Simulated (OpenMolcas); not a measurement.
## Al I: CASPT2 settings compared

- Program: OpenMolcas 26.06
- Basis: ANO-RCC-VDZ [4s3p]
- Scalar Hamiltonian: DKH3, point nucleus
- Active space: 3 electrons in 4 orbitals (3s 3p)
- State averaging: 2S+1 = 2 odd, 3 roots; 2S+1 = 4 even, 3 roots
- Spin-orbit coupling: RASSI with atomic mean-field integrals over the reference wave functions, term energies averaged over their components

Methods on the same reference wave functions:
A. CASSCF
B. SS-CASPT2, IPEA 0.6 Eh, no level shift (closed shells correlated: 2s 2p)
C. SS-CASPT2, IPEA 0.15 Eh, sigma2 regulariser 0.5 Eh (closed shells correlated: 2s 2p)
D. XMS-CASPT2, IPEA 0.75 Eh, sigma1 regulariser 0.25 Eh (closed shells correlated: 2s 2p)

Energies in cm⁻¹ above 3s² 3p ²P°_1/2, the measured ground level; measured values from NIST Handbook of Basic Atomic Spectroscopic Data.

```tsv
Level	A	B	C	D	Measured
3s² 3p ²P°_1/2	0.0	0.0	0.0	0.0	0.0
3s² 3p ²P°_3/2	104	104	104	104	112
3s 3p² ⁴P_1/2	22978	23643	23662	23649	29020
3s 3p² ⁴P_3/2	23016	23681	23700	23687	29067
3s 3p² ⁴P_5/2	23078	23743	23762	23749	29143
```

Deviations, from unrounded energies. A percentage is the sum of absolute deviations over the sum of measured energies, with the sign that they share, or ± where signs differ.

| Against measurement | Levels | A | B | C | D |
| --- | --- | --- | --- | --- | --- |
| mean absolute deviation (cm-1) | 4 | 4500 | 4000 | 4000 | 4000 |
| fine structure of the ground term (%) | 1 | -7.6 | -7.6 | -7.6 | -7.6 |
| other configurations (%) | 3 | -20.8 | -18.5 | -18.5 | -18.5 |

B, C, D lie about equally close to measurement and A furthest from it. The largest miss of C in the table is 3s 3p² ⁴P_5/2, by -5400 cm-1. The ranking rests on the paired levels alone, and a cruder setting can come out closer through cancelling errors.

Among B to D the level of the table that moves most is 3s 3p² ⁴P_1/2, by 19 cm-1 (lowest in B, highest in C).

The lowest spin-free term lies below A's lowest term by 0.036 hartree in B, 0.036 hartree in C, 0.036 hartree in D.

Terms of s pⁿ other than that of highest spin mix with s² pⁿ⁻² d, which this space lacks; all of them can be thousands of cm-1 off, and some have no real level of that name. Without dynamic correlation excited terms often stand tens of per cent too high (terms of higher spin than the ground term too low), and those without a measured partner can miss by more than the paired ones (holds for A). Computed and measured levels are paired by configuration, term and J; levels that our copy of the source lacks, or whose pairing is in doubt (as where it misses far off the trend of its configuration), stay unpaired and out of the deviations. Levels of configurations outside the active space are missing.

° marks odd parity.
